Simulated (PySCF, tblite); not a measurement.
Compound: calcium 3,4,5-trifluorophenoxide, C6H2CaF3O (doublet state).
Structure used (PBE0-D3(BJ)/def2-SVP), in Å, numbered top down from 1:
```xyz
13
C6H2CaF3O angstrom
F     -1.5921   -2.3212   -0.6852
C     -0.9665   -1.1864   -0.3898
C      0.3706   -1.2054   -0.0242
C      1.0334   -0.0035    0.2884
O      2.3067   -0.0057    0.6356
Ca     4.2643   -0.0098    1.1113
C      0.3070    1.2006    0.2235
C     -1.0293    1.1873   -0.1463
F     -1.7141    2.3248   -0.2092
C     -1.6908    0.0020   -0.4609
F     -2.9697    0.0044   -0.8203
H      0.8999   -2.1579    0.0150
H      0.7868    2.1514    0.4569
```

Jobs on this species (13 atoms, 93 electrons) with PySCF (density fitting) and tblite. Hardware of each: Arm Neoverse V1, one thread, no GPU, shared host. Times come from a shared host and carry two figures at best.

```csv
level and settings,work,basis functions,SCF cycles,wall time
GFN2-xTB,Hessian by finite differences,–,–,0.5 s
"UKS B3LYP, IGLO-III on C F O, def2-TZVP with a decontracted core on Ca, pcH-1 on H, non-relativistic, mean-field spin-orbit, GIAO","unrestricted SCF, g, hyperfine, density and orbital grids written",441,?,?
"PBE0-D3(BJ)/def2-SVP, grid level 1",geometry optimisation from a GFN2-xTB start shaken at random,174,202,12 min
```

Task: Fill in the missing figures.

Result: 
- UKS B3LYP, IGLO-III on C F O, def2-TZVP with a decontracted core on Ca, pcH-1 on H, non-relativistic, mean-field spin-orbit, GIAO; unrestricted SCF, g, hyperfine, density and orbital grids written: 5.9 min, 15 SCF cycles

Task: What do all jobs in the table cost together?

Result: About 18 min; the longest takes about 67 % of that, and about 1400 times as long as the shortest.
